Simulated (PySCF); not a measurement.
Method: PySCF with ωB97X-D3(BJ)/def2-TZVP // PBE0-D3(BJ)/def2-TZVP. Isolated molecules, 0 K electronic values unless said otherwise. One relaxed conformer stands for a flexible species; it need not be the lowest. Excitations are Tamm–Dancoff values on a coarser integration grid. The basis has no diffuse functions, so Rydberg states are missing or too high.

Reference species (SMILES): `C=C(O)C[SiH3]` (C–C–O–H torsion 0°, O–C–C–Si torsion -69°) (neutral, multiplicity 1).

```yaml
S1 excitation (TDA): 6.52 eV
HOMO: -8.96 eV
S1 oscillator strength: 0.001
S1–T1 gap (TDA): 2.04 eV
```

After one change: the S1 excitation (TDA) drops by 0.03 eV; the HOMO hardly moves; the S1 oscillator strength stays essentially unchanged; the S1–T1 gap (TDA) goes up by 0.17 eV.

Task: What was changed between the two runs? The new species is one of these.
A) `OC/C=C\[SiH3]` (H–O–C–C torsion 73°, O–C–C–C torsion 8°)
B) `C/C(O)=C\[SiH3]` (C–C–O–H torsion 180°)
C) `C/C([SiH3])=C\O` (C–C–O–H torsion 180°)
D) `C/C(O)=C/[SiH3]` (C–C–O–H torsion 180°)

Result: C, `C/C([SiH3])=C\O` (C–C–O–H torsion 180°)
